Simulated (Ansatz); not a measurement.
Input file for Ansatz (a quantum-chemistry and plane-wave program): R-wB97M-V/def2-TZVPP on H2OSSn (SMILES [OH][Sn][SH]), a point of a torsion scan. Elements past Kr take the def2 small-core potentials; no spin–orbit coupling.

Ansatz 0.2 input:
```yaml
crystal:
  periodic: [false, false, false]
  atoms:
    - {symbol: O, position_ang: [-1.33920745, 0.33990741, -0.26879044]}
    - {symbol: Sn, position_ang: [-0.59113379, -1.39004768, -0.89450240]}
    - {symbol: S, position_ang: [0.24335618, -2.28566756, 1.25548275]}
    - {symbol: H, position_ang: [-1.88661979, 0.94882354, 0.21757378]}
    - {symbol: H, position_ang: [-0.05605735, -1.19450947, 1.93941594]}
basis:
  gaussian:
    orbitals: def2-TZVPP
hamiltonian:
  xc: {name: wB97M-V}
scf: {lower_state_search: off}
```

It printed:

```
WARN ansatz: RAYON_NUM_THREADS=1 ignored (pool sized by the plan → 1); use --threads N
Functional definition: wB97M-V
these checks for a lower state are left out or cut short: stability, starts, cluster_reference, orbital_swaps, neighbouring_geometries, increment
integrals: 0.09 GiB planned
992 factors; their error is unknown
integrals: 0.13 GiB planned
197 factors; integrals over basis functions are off by at most 3.4e-5 eV
mean field: 0.76 GiB planned
mean field evaluation 1: about -18740.9392 eV, gradient 5.6e1 eV
mean field evaluation 2: about -18733.8613 eV, gradient 8.6e1 eV
mean field evaluation 4: about -18746.6968 eV, gradient 3.1e0 eV
mean field evaluation 8: about -18746.7219 eV, gradient 6.5e-2 eV
mean field evaluation 16: about -18746.7758 eV, gradient 5.1e-5 eV
mean field -18746.77582413 eV, -688.9313045156 hartree, gradient 6.8e-6 eV, S^2 0.000000; 0 other end points of the search recorded, 0 dependent functions left out
reference -18746.77586964 eV, -688.9313061881 hartree; 24, 24 occupied and 127, 127 virtual orbitals, 992 factors
Total energy: -18746.77586964 eV, -688.9313061881 hartree
Checks for a lower state left out: stability, starts, cluster_reference, orbital_swaps, neighbouring_geometries, increment
```

Self-consistency was reached.

Cost: around 7 core-seconds (rough).
